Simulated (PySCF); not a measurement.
Working out the ionisation energy of Ge

Ge [Ar] 3d10 4s2 4p2 (3P) → Ge⁺ [Ar] 3d10 4s2 4p1 (2P). Computed with PySCF 2.14 in aug-cc-pVQZ-DK (8s7p5d3f2g, 93 functions), with the spin-free X2C one-electron Hamiltonian (Gaussian nucleus). Frozen: [Ar] 3d10. Energies in hartree (1 hartree = 27.21139 eV):

```
            part    Ge (lower)   Ge⁺ (upper)
             UHF  -2097.056854  -2096.784841
CCSD correlation     -0.066663     -0.052177
             (T)     -0.002075     -0.000847
```

What does Hartree-Fock give?

(-2096.784841) − (-2097.056854) = 0.272013 hartree = 7.402 eV.

What do CCSD and CCSD(T) give?

The CCSD correlation energies differ by 0.014486 hartree = 0.394 eV and the triples by 0.001228 hartree = 0.033 eV, so CCSD gives 7.796 eV and CCSD(T) 7.829 eV.

Measured between the centres of the two terms (NIST): 7.925 eV, so CCSD(T) (valence) is off by -0.096 eV.

What remains against the reference includes basis incompleteness, the frozen core and higher excitations.
